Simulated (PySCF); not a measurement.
Electronic structure of O (oxygen, neutral) at the UHF level

Configuration: [He] 2s2 2p4, high-spin 3P determinant. Calculation: PySCF 2.14, in aug-cc-pVTZ-DK (5s4p3d2f, 46 functions); scalar relativity by spin-free X2C-1e.

```
Total energy                                                  : -74.865096 hartree
One-electron energy                                           : -103.3024 hartree
Hartree (Coulomb) energy                                      : 36.6613 hartree
Exchange energy                                               : -8.2239 hartree
⟨S²⟩                                                          : 2.0092
⟨L²⟩                                                          : 2.016
Sum of ⟨r⟩                                                    : 7.622 bohr
Sum of ⟨r²⟩                                                   : 11.24 bohr²
Traceless quadrupole moment −½Σ⟨3z² − r²⟩ along its main axis : -0.960 e·bohr²
Langevin diamagnetic susceptibility                           : -8.90 ×10⁻⁶ cm³/mol
```

```csv
shell,electrons,mean orbital energy (eV),spread (eV),"rms radius, mean of both spins (bohr)"
1s α,1,-563.97,0,0.230
1s β,1,-561.84,0,0.230
2s α,1,-38.682,0,1.26
2s β,1,-29.365,0,1.26
2p α,3,-18.438,2.699,1.41
2p β,1,-14.190,0,1.41
```

Spin-orbit constants ζ (cm⁻¹) from the X2C one-electron operator on these orbitals: bare nucleus, nucleus screened by l(l+1)(2l+1)/3 electrons, and screened by the Breit-Pauli mean field of the electrons.

```csv
shell,bare,screened nucleus,mean field
2p,237.8,178.4,151.9
```

To first order the Landé constant is A = -75.97 cm⁻¹, so the lowest level has J = 2 and lies 0.00942 eV below the centre of the term. This holds in LS coupling only.
